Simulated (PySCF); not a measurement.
# Spin–spin coupling constants

Molfile (atoms numbered from 1):
```
FGaH5N
     RDKit          3D

  8  7  0  0  0  0  0  0  0  0999 V2000
    0.9637   -0.0324    0.0598 N   0  0  0  0  0  0  0  0  0  0  0  0
   -1.1564   -0.1975   -0.0994 Ga  0  0  0  0  0  4  0  0  0  0  0  0
   -1.2561    1.4009   -0.8930 F   0  0  0  0  0  0  0  0  0  0  0  0
    1.4392   -0.8280    0.4851 H   0  0  0  0  0  0  0  0  0  0  0  0
    1.3476    0.1045   -0.8757 H   0  0  0  0  0  0  0  0  0  0  0  0
    1.1895    0.8008    0.6039 H   0  0  0  0  0  0  0  0  0  0  0  0
   -1.6009   -0.1759    1.4107 H   0  0  0  0  0  0  0  0  0  0  0  0
   -1.3105   -1.4044   -1.0989 H   0  0  0  0  0  0  0  0  0  0  0  0
  1  2  1  0
  2  3  1  0
  1  4  1  0
  1  5  1  0
  1  6  1  0
  2  7  1  0
  2  8  1  0
M  CHG  2   1   1   2  -1
M  END
```

Couplings: B3LYP/pcJ-1 (pcSseg-1 on Ga) in PySCF 2.14, geometry PBE0-D3(BJ)/def2-SVP; gas phase, one conformer, non-relativistic. Couplings are averaged over pairs made equivalent by symmetry, fast rotation or ring inversion, so a value needn't be that of the named pair in this geometry, while other rotamers aren't included; one pair stands for each set, and the list holds those of at least 1.5 Hz over up to four bonds.

Isotopes: 15N, 1H, 19F.

```
  pair  bonds  J (Hz)
N1, H4      1   -70.5
N1, F3      2       ?
N1, H7      2       ?
F3, H7      2    41.3
H4, H5      2   -10.7
H7, H8      2    54.7
F3, H4      3     2.5
```

**Question.** Estimate the withheld couplings, with signs.

**Answer.** 
- 2J(N1,F3) = -5.1 Hz (angle at Ga2 91°)
- 2J(N1,H7) = -8.9 Hz (angle at Ga2 102°)

Relativistic effects of the heavier atoms present are left out.
